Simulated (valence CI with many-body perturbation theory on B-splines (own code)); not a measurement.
## Hyperfine factors and g values of Pb32+

Calculated by relativistic CI+MBPT: four valence electrons over a frozen Dirac-Fock core [Kr] 4d10, radial functions for each j: 8 s, 8 p, 9 d, 9 f, 6 g, 3 h, 2 i, with the one-electron correlation potential Σ1, the two-electron term Σ2, the three-electron term Σ3, Breit, model QED; selected CI, second order for the rest (own B-spline code, finite nucleus).

No measured spectrum was set against this ion. As an estimate, large intervals hold to a few tenths of a per cent, small ones and those within an open d or f shell to about a per cent. Core correlation moves these levels by up to 5200 cm⁻¹, and in measured spectra 5 to 20 % of such shifts remained as error; rates that hang on mixing are uncertain with them. Only levels of the ground parity were solved; by the run's estimate the other parity begins above the list, which can be wrong where configurations are misplaced.

A/g_I is the dipole constant over the nuclear g factor μ/I (μ in nuclear magnetons, uniformly magnetised nucleus), B/Q the quadrupole constant per barn. Both hold the static response of the core; the bare values leave it out. Large factors of s and p1/2 electrons are usually good to 5 to 10 %; those of open d and f shells near neutrality can be off by tens of per cent, and small factors of p3/2, d and f electrons come from cancelling terms and can be off by a factor of two or in sign, in half-filled shells by more. B is blank for J = 1/2, where it vanishes, and for nearly pure S terms. Energies count from the lowest level. Levels with J = 0 are left out.

Levels are named by their leading jj configuration (3d3/2^4 stands for four electrons in 3d with j = 3/2), which in mixed levels can hold well under half, so a name can repeat and another be missing. Letters in brackets count levels of one name in rising energy.

```
                    Level  E (cm⁻¹)      g  A/g_I (MHz)  A/g_I bare  B/Q (MHz/b)  B/Q bare
            (4f5/2^4) J=4       0.0  0.685         7510        7020        -4110     -3730
  (4f5/2^3 4f7/2) J=5 [a]     35045  0.919         5540        5490        -3240     -2950
            (4f5/2^4) J=2     40224  0.892         6670        6680         4650      4230
      (4f5/2^3 4f7/2) J=6     57670  1.023         4860        5040        -1770     -1650
  (4f5/2^3 4f7/2) J=4 [a]     64180  0.994         5550        5720        -5380     -4870
  (4f5/2^3 4f7/2) J=1 [a]     66289  0.172        13700       12400         1100       993
      (4f5/2^3 4f7/2) J=7     69971  1.055         4780        5040         1040       865
  (4f5/2^3 4f7/2) J=3 [a]     76091  1.061         4780        5060        -2400     -2180
      (4f5/2^3 4f7/2) J=8     78223  1.067         4760        5060         4370      3830
  (4f5/2^3 4f7/2) J=2 [a]     78956  0.690         7890        7450        -2980     -2670
  (4f5/2^3 4f7/2) J=3 [b]     82732  0.988         5040        5140         3730      3400
  (4f5/2^3 4f7/2) J=2 [b]     85064  1.512          747        1870        -1090     -1050
  (4f5/2^3 4f7/2) J=5 [b]     97482  1.144         3880        4310        -1240     -1230
(4f5/2^2 4f7/2^2) J=6 [a]     98657  0.926         5290        5250        -47.6     -24.1
(4f5/2^2 4f7/2^2) J=7 [a]    106900  1.018         4660        4800         1810      1600
(4f5/2^2 4f7/2^2) J=4 [a]    108000  1.223         3040        3580         6310      5680
(4f5/2^2 4f7/2^2) J=8 [a]    114940  1.065         4400        4650         4250      3760
(4f5/2^2 4f7/2^2) J=4 [b]    123620  1.016         4970        5150        -3100     -2780
(4f5/2^2 4f7/2^2) J=2 [a]    126630  1.121         3880        4230         2860      2600
(4f5/2^2 4f7/2^2) J=3 [a]    128190  0.913         5550        5490        -3800     -3430
(4f5/2^2 4f7/2^2) J=5 [a]    131250  1.236         3010        3590         5830      5240
(4f5/2^2 4f7/2^2) J=2 [b]    133840  1.147         2460        2720         -470      -471
    (4f5/2^2 4f7/2^2) J=1    133900  1.236         2450        2960         1400      1260
(4f5/2^2 4f7/2^2) J=5 [b]    134230  1.008         4430        4520         1310      1140
  (4f5/2^3 4f7/2) J=4 [b]    135360  1.154         3660        4090        -3150     -2920
  (4f5/2^3 4f7/2) J=1 [b]    136120  1.287         1800        2400          432       367
(4f5/2^2 4f7/2^2) J=3 [b]    141530  1.252         2350        2910          899       791
(4f5/2^2 4f7/2^2) J=8 [b]    141890  1.007         4870        5010         5760      5220
(4f5/2^2 4f7/2^2) J=6 [b]    141910  1.197         3550        4080         1430      1180
    (4f5/2^2 4f7/2^2) J=9    142110  1.041         4610        4810        11000      9850
(4f5/2^2 4f7/2^2) J=5 [c]    145430  1.101         4410        4770        -1520     -1380
(4f5/2^2 4f7/2^2) J=4 [c]    148300  1.137         3200        3520         2900      2570
(4f5/2^2 4f7/2^2) J=2 [c]    150300  0.748         8330        8110         1000       956
(4f5/2^2 4f7/2^2) J=6 [c]    152030  1.055         4520        4760          869       765
(4f5/2^2 4f7/2^2) J=2 [d]    156160  1.375         1170        1950         1390      1240
  (4f5/2 4f7/2^3) J=7 [a]    158820  1.034         4450        4610         2010      1820
(4f5/2^2 4f7/2^2) J=7 [b]    161240  1.044         4510        4710         1900      1710
      (4f5/2 4f7/2^3) J=8    166390  1.063         4070        4280         3880      3470
```

(1) Take the isotope of mass number 207, with I = 1/2, μ = 0.5906 μN. What is the hyperfine structure of (4f5/2^4) J=4?

Answers

(1) From the table A = 8880 MHz. Shifts from the centre of gravity in MHz: F = 7/2: -22200, F = 9/2: 17800.
